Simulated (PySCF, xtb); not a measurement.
2H-1,3,5-oxadiazine (C3H4N2O), SMILES C1=NC=NCO1.

GFN2-xTB run with xtb at its own geometry gives an orbital gap of 2.75 eV and a dipole moment of 1.43 D.

Geometry: B3LYP-D3(BJ)/def2-SVP. One conformer was computed; it need not be the lowest.

### Question
What does PBE/def2-TZVP in PySCF give? (The exact figures need the calculation; the answer reports its results.)

### Answer
gap 3.50 eV (levels -6.05 and -2.55 eV), dipole 1.52 D.
